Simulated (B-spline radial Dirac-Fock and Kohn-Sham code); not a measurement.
**How the settings move the core levels of Ag⁴⁺**

ΔSCF core binding energies without Breit or QED terms, calculated with a radial finite-basis atomic code. Keys: rel is the Hamiltonian (dirac, or spin-free x2c and nr, where L3 and M5 stand for the whole 2p and 3d shells), method is hf or an exchange,correlation pair (spin-unpolarised, also for the hole states), nuc the nuclear model, radius_factor scales its radius, rmax is the box in bohr, h the logarithmic mesh step, order the B-spline order, points the quadrature points per cell, c_factor scales the speed of light, and damp, ndamp, maxit and tol steer the iteration. The run stops when the commutator error falls below 10·tol·max(1, Z/10), or the numerical noise floor, and the energy has settled to about 1e-8 Ha; the virial ratio is −V/T.

Base input:

```json
{"items": [{"Z": 47, "q": 4, "cfg": [[1, 0, 2], [2, 0, 2], [2, 1, 6], [3, 0, 2], [3, 1, 6], [3, 2, 10], [4, 0, 2], [4, 1, 6], [4, 2, 7]], "A": 107, "rrms": 4.5454, "do": "settings", "holes": ["K", "L3", "M5"],
  "settings": [{"rel": "dirac", "method": "hf", "nuc": "fermi", "radius_factor": 1.0, "rmax": 45.0, "h": 0.3, "order": 8, "points": 10, "c_factor": 1.0, "maxit": 60, "damp": 0.5, "ndamp": 3, "tol": 1e-08}]}]}
```

The ground state converged in 10 iterations, with total energy -5310.57188 Ha, virial ratio 1.95537 and highest orbital energy -67.97 eV. ΔSCF binding energies: K (1s) 25663.0 eV, L3 (2p3/2) 3429.1 eV, M5 (3d5/2) 437.6 eV.

Changes from the base run:

```csv
changed setting,Δ total energy (Ha),Δ K (eV),Δ L3 (eV),Δ M5 (eV),iterations
"method = "b88,lyp"",?,?,?,?,?
tol = 0.0001,0.00000,0.00,0.00,0.00,8
rmax = 80.0,0.00000,0.00,0.00,0.00,10
"method = "b88,lyp"; damp = 0.2; tol = 0.0001",-2.82251,+28.67,-16.05,-1.74,9
radius_factor = 0.8,-0.03752,+0.43,0.00,0.00,10
rel = "x2c"; order = 6; c_factor = 0.9,-27.17440,+177.07,+67.58,+1.15,10
damp = 0.2,0.00000,0.00,0.00,0.00,9
```

**Question.** What does the change method = "b88,lyp" do?

**Answer.** The total energy moves by -2.82251 Ha and the binding energies by K +28.67 eV, L3 -16.05 eV, M5 -1.74 eV; the run takes 10 iterations.
